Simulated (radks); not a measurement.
The mean radii <r> (bohr) of the occupied orbitals of an atom or ion are listed with their occupations. Calculated with a radial shooting solver on a logarithmic mesh with Libxc functionals: Dirac Kohn-Sham, BLYP, spin-unpolarised, spherical densities, finite nucleus; Fermi nuclear charge, rms radius of each element as measured or else 0.836 A^(1/3) + 0.57 fm.

| orbital | occ. | <r> |
|---|---|---|
| 1s1/2 | 2 | 0.02781 |
| 2s1/2 | 2 | 0.1194 |
| 2p1/2 | 2 | 0.1008 |
| 2p3/2 | 4 | 0.1064 |
| 3s1/2 | 2 | 0.3219 |
| 3p1/2 | 2 | 0.3123 |
| 3p3/2 | 4 | 0.3237 |
| 3d3/2 | 4 | 0.2947 |
| 3d5/2 | 6 | 0.2983 |
| 4s1/2 | 2 | 0.7643 |
| 4p1/2 | 2 | 0.8012 |
| 4p3/2 | 4 | 0.8299 |
| 4d3/2 | 4 | 0.9622 |
| 4d5/2 | 6 | 0.9742 |
| 5s1/2 | 2 | 1.979 |
| 5p1/2 | 2 | 2.299 |

Name the element and its charge. Open shells, if any, fill j = l - 1/2 first.

Answer. Z = 52, tellurium, charge +2: Te2+ in [Kr] 4d10 5s2 5p2. The 1s radius gives Z: for a bare nucleus <r> = (2 gamma + 1)/(2Z) with gamma = sqrt(1 - (Z/c)^2), 0.02741 bohr for Z = 52, and screening makes it slightly larger (0.02781 here). The occupations add up to 50, and the charge is Z minus that.
